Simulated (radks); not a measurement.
Results of a calculation; reference values are marked as such.
Numerical settings for the selenium ion Se2+, [Ar] 3d10 4s2 4p2. Code: a radial shooting solver on a logarithmic mesh with Libxc functionals. Model: Dirac Kohn-Sham, LDA (Slater exchange, Perdew-Wang correlation), spin-unpolarised, spherical densities, finite nucleus; open shells fill j = l - 1/2 first; Fermi nuclear charge, rms radius 4.14 fm. The defaults (mesh step 0.008 in ln r, mesh end at 40 bohr or more with all orbitals vanishing there, Anderson mixing 0.5 over 9 steps, residual threshold near 1e-9 with the energy settled to 1e-9 hartree or 1e-11 of itself, here a cap of 60 iterations) give E = -2425.7848 hartree and 4p1/2 at -25.956 eV in 15 iterations. Run on one thread of a shared host, so times are rough (Arm Neoverse V1): 0.11 s of CPU time, 0.11 s wall, 15 iterations on 2198 mesh points. Changes against that run (0 stands for a change within the tolerance of the run):

setting                    iterations  converged  E (mhartree)  e(4p1/2) (meV)  CPU (s)
mesh step in ln r 0.2              20         no      diverged               -     0.04
mesh step in ln r 0.005            15        yes             0               0     0.16
mesh step in ln r 0.05             15        yes      +0.00769               0     0.03
mesh end (bohr) 5                  15        yes            +8            +263      0.1
mesh end (bohr) 8                  15        yes      +0.00769          +0.532      0.1
residual threshold 0.1             10        yes             0         +0.0152     0.09
residual threshold 1e-05           10        yes             0         +0.0152     0.08
mixing 0.05                        19        yes             0               0     0.13
linear mixing, mixing 1            60         no     +1.18e+05       +1.54e+04     0.89
linear mixing, mixing 0.5          29        yes             0               0     0.16
mixing history 2                   19        yes             0               0     0.12
iteration cap 5                     5         no         +4.77            +474     0.04

Settings that end as converged yet miss the energy by more than 1 mhartree: mesh end (bohr) 5 (+0.008 hartree). A mesh that ends early acts as a hard wall.
